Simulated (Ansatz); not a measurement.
`C#CN[AsH][SiH3]` + `CCC` → `CC[AsH][SiH3]` + `C#CNC`  (formal exchange of groups at the As–N bond)

Isolated molecules relaxed with PBE0-D4/def2-TZVP in Ansatz; ΔE leaves out vibrations. CCSD(T)/CBS adds triple-zeta CCSD(T) − MP2 to the extrapolated MP2 energy (def2 sets, frozen cores). Functionals use def2-TZVPP. B3LYP here is the variant with VWN-RPA as its local correlation; programs differ in this. HSE06 is defined as in plane-wave codes. For As outer-core shells are correlated without core-valence functions, which leaves a few kJ/mol of doubt a bond. Scalar relativity is left out up to krypton. One conformer a species, not always the lowest.

`C#CN[AsH][SiH3]`:

Cartesian coordinates in Å:
```
C -1.669 1.911 -1.677
C -0.801 1.599 -0.903
N 0.196 1.256 -0.083
As 1.316 -0.169 -0.591
Si 0.394 -1.825 0.851
H -2.433 2.207 -2.354
H -0.007 1.360 0.901
H 2.409 0.176 0.416
H 0.101 -1.239 2.187
H -0.867 -2.331 0.254
H 1.362 -2.945 0.999
```

`CCC`:

```xyz
11

C     1.185   -0.430   -0.249
C    -0.315   -0.287   -0.443
C    -0.952    0.642    0.577
H     1.417   -0.831    0.742
H     1.686    0.539   -0.336
H     1.626   -1.100   -0.991
H    -0.519    0.085   -1.453
H    -0.787   -1.273   -0.383
H    -2.030    0.733    0.423
H    -0.521    1.646    0.517
H    -0.791    0.277    1.596
```

`CC[AsH][SiH3]`:

Cartesian coordinates in Å:
```
C -1.544 -1.023 1.237
C -0.718 0.043 0.541
As 0.152 -0.674 -1.097
Si 1.637 1.129 -1.431
H -2.059 -0.611 2.110
H -0.917 -1.849 1.583
H -2.301 -1.442 0.570
H -1.351 0.869 0.207
H 0.038 0.459 1.209
H 1.216 -1.485 -0.365
H 2.679 0.739 -2.417
H 2.298 1.564 -0.170
H 0.871 2.281 -1.978
```

`C#CNC`:

Cartesian coordinates in Å:
```
C -1.361 -1.727 -0.135
C -0.715 -0.794 0.267
N -0.031 0.277 0.684
C 0.763 1.005 -0.290
H -1.942 -2.548 -0.477
H 0.412 0.160 1.583
H 1.160 1.906 0.180
H 0.120 1.306 -1.118
H 1.594 0.415 -0.694
```

| level | ΔE (kJ/mol) | difference from CCSD(T)/CBS |
| --- | --- | --- |
| LDA (SPW92) | 19.1 | -0.7 |
| PBE-D4 | 22.0 | 2.2 |
| revPBE-D4 | 22.7 | 2.9 |
| BLYP-D4 | 26.9 | 7.1 |
| r2SCAN-D4 | 22.0 | 2.2 |
| B97M-V | 29.2 | 9.4 |
| PBE0-D4 | 20.4 | 0.6 |
| B3LYP-D4 | 25.3 | 5.5 |
| r2SCANh-D4 | 21.3 | 1.5 |
| r2SCAN0-D4 | 20.4 | 0.6 |
| HSE06-D4 | 20.4 | 0.6 |
| BHLYP-D4 | 24.6 | 4.8 |
| CAM-B3LYP-D4 | 25.2 | 5.4 |
| ωB97X-V | 22.4 | 2.6 |
| B2PLYP | 24.1 | 4.3 |
| PBE-QIDH | 19.8 | 0.0 |
| PBE | 21.9 | 2.1 |
| revPBE | 22.4 | 2.6 |
| BLYP | 26.8 | 7.0 |
| PBE0 | 20.2 | 0.4 |
| r2SCANh | 21.3 | 1.5 |
| r2SCAN0 | 20.3 | 0.5 |
| BHLYP | 24.5 | 4.7 |
| CAM-B3LYP | 25.0 | 5.2 |
| LC-ωPBE | 21.2 | 1.4 |
| RPA@PBE/def2-TZVPP | 20.9 | 1.1 |
| HF/def2-SVP | 19.0 | -0.8 |
| MP2/def2-SVP | 19.8 | 0.0 |
| CCSD/def2-SVP | 20.0 | 0.2 |
| CCSD(T)/def2-SVP | 20.0 | 0.2 |
| HF/def2-TZVPP | 24.6 | 4.8 |
| MP2/def2-TZVPP | 20.4 | 0.6 |
| SCS-MP2/def2-TZVPP | 22.3 | 2.5 |
| CCSD/def2-TZVPP | 21.2 | 1.4 |
| CCSD(T)/def2-TZVPP | 20.8 | 1.0 |
| HF/def2-QZVPP | 25.0 | 5.2 |
| MP2/def2-QZVPP | 19.9 | 0.1 |
| HF/CBS(def2) | 25.1 | 5.3 |
| MP2/CBS(def2) | 19.4 | -0.4 |
| CCSD/CBS(def2) | 20.1 | 0.3 |
| CCSD(T)/CBS | 19.8 | 0 |

Largest T1 diagnostic among the species: 0.013.

In def2-TZVPP, CCSD(T) changes the Hartree–Fock value by −3.8 kJ/mol (the triples alone add −0.3 kJ/mol) and MP2 by −4.2 kJ/mol. Leaving LDA and LC-ωPBE aside and taking each functional with its dispersion term where it has one, the values spread over 9.5 kJ/mol, from PBE-QIDH to B97M-V.
